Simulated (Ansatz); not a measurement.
Ansatz (a quantum-chemistry and plane-wave program) input (r2SCAN0/def2-TZVPD):

Ansatz 0.2 input:
```yaml
crystal:
  periodic: [false, false, false]
  atoms:
    - {symbol: C, position_ang: [-2.06059215, -0.33352150, 0.18331362]}
    - {symbol: Si, position_ang: [-0.29253794, -0.31177281, -0.45404983]}
    - {symbol: S, position_ang: [0.87583810, -1.28652455, 1.06862874]}
    - {symbol: S, position_ang: [0.44039597, 1.68257542, -0.85701016]}
    - {symbol: H, position_ang: [-2.72848532, 0.11279503, -0.55384530]}
    - {symbol: H, position_ang: [-2.13356463, 0.24286635, 1.10911475]}
    - {symbol: H, position_ang: [-2.38627861, -1.35641792, 0.37965585]}
    - {symbol: H, position_ang: [2.06011008, -1.00391909, 0.50038618]}
    - {symbol: H, position_ang: [0.58755768, 2.03380993, 0.43560741]}
basis:
  gaussian:
    orbitals: def2-TZVPD
hamiltonian:
  xc: {name: r2SCAN0}
magnetization: {spin_polarized: true, initial_magnetization: 1}
output: {forces: true}
```

End of the output:

```
integrals: 0.18 GiB planned
1355 factors; their error is unknown
0.37 GiB of the device are held for the grids
1.31 GiB of device memory are held for the factors and their scratch space
mean field: 1.37 GiB planned
mean field evaluation 1: about -30660.6733 eV, gradient 3.3e1 eV
mean field evaluation 2: about -30659.8373 eV, gradient 3.4e1 eV
mean field evaluation 4: about -30665.9215 eV, gradient 1.6e0 eV
mean field evaluation 8: about -30665.9339 eV, gradient 1.8e-1 eV
mean field evaluation 16: about -30665.9861 eV, gradient 8.4e-4 eV
mean field -30665.98608596 eV, -1126.9542025072 hartree, gradient 8.7e-5 eV, S^2 0.754297; 0 other end points of the search recorded, 0 dependent functions left out
the calculation of the forces begins
reference -30665.98611108 eV, -1126.9542034304 hartree; 29, 28 occupied and 188, 189 virtual orbitals, 1355 factors
Total energy: -30665.98611108 eV, -1126.9542034304 hartree
Atom 0 at    -2.060592    -0.333522     0.183314 Å, force     0.117804    -0.008634    -0.062869 eV/Å
Atom 1 at    -0.292538    -0.311773    -0.454050 Å, force     0.005550     0.175908     0.298444 eV/Å
Atom 2 at     0.875838    -1.286525     1.068629 Å, force    -0.011190     0.143802    -0.256067 eV/Å
Atom 3 at     0.440396     1.682575    -0.857010 Å, force    -0.058943    -0.206096     0.178470 eV/Å
Atom 4 at    -2.728485     0.112795    -0.553845 Å, force     0.070140    -0.047273     0.077081 eV/Å
Atom 5 at    -2.133565     0.242866     1.109115 Å, force     0.020394    -0.066454    -0.105187 eV/Å
Atom 6 at    -2.386279    -1.356418     0.379656 Å, force     0.038167     0.109653    -0.020417 eV/Å
Atom 7 at     2.060110    -1.003919     0.500386 Å, force    -0.146653    -0.027533     0.048939 eV/Å
Atom 8 at     0.587558     2.033810     0.435607 Å, force    -0.035270    -0.073373    -0.158395 eV/Å
Dipole moment:    -0.152670    -0.016020     0.097578 e Å
```

It need not be the lowest isomer of its formula.
